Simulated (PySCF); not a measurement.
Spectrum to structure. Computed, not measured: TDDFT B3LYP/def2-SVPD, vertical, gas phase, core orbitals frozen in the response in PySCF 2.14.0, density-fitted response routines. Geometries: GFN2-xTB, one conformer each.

```json
{"state": "S1", "E (eV)": "5.12", "f": "0.0024"}
{"state": "S2", "E (eV)": "5.93", "f": "0.0089"}
{"state": "S3", "E (eV)": "6.32", "f": "0.0035"}
{"state": "S4", "E (eV)": "6.63", "f": "0.021"}
{"state": "S5", "E (eV)": "6.81", "f": "0.0099"}
{"state": "S6", "E (eV)": "6.98", "f": "0.052"}
{"state": "S7", "E (eV)": "7.29", "f": "0.024"}
{"state": "S8", "E (eV)": "7.59", "f": "0.105"}
```

Task: Which candidate is it? All have the formula C5H9ClOSi.
A. `O=C(Cl)[C@H]1C[C@H]([SiH3])C1`
B. `ClC(/C(=C\[SiH3])CC)=O`
C. `O=C[C@@H]1C[SiH2][C@H](Cl)C1`
D. `C=CCC(=O)[SiH2]CCl`

Result: A. Its S1, at 5.12 eV, is the highest among the candidates; the nearest of the others has S1 at 4.34 eV. S1 is HOMO→LUMO (65%), HOMO-1→LUMO (31%). Löwdin shares by element: HOMO oxygen 25%, carbon 14% or more, chlorine 14%, silicon 9% (atoms not listed hold the other 38%); LUMO carbon 46% or more, oxygen 32%, chlorine 11%. At the same level the other candidates give, for their lowest levels:
- `C=CCC(=O)[SiH2]CCl`: 3.35 eV (f 0.003); 5.35 eV (f 0.015); 5.44 eV (f 0.021); 5.60 eV (f 0.047); 5.83 eV (f 0.001); T1 2.75 eV; HOMO -6.75, LUMO -1.87 eV
- `CC/C(=C/[SiH3])C(=O)Cl`: 4.15 eV (f 0.000); 5.07 eV (f 0.179); 5.09 eV (f 0.032); 5.41 eV (f 0.005); 5.71 eV (f 0.012); T1 3.26 eV; HOMO -8.10, LUMO -2.74 eV
- `O=C[C@@H]1C[SiH2][C@H](Cl)C1`: 4.34 eV (f 0.000); 5.64 eV (f 0.001); 6.19 eV (f 0.005); 6.34 eV (f 0.037); 6.46 eV (f 0.015); T1 3.77 eV; HOMO -7.21, LUMO -1.06 eV

Conformer computed: `[O:1]=[C:2]([Cl:3])[C@H:4]1[CH2:5][C@H:6]([SiH3:7])[CH2:8]1`: O1–C2–C4–C5 0°.
Triplets come from the Tamm–Dancoff approximation.
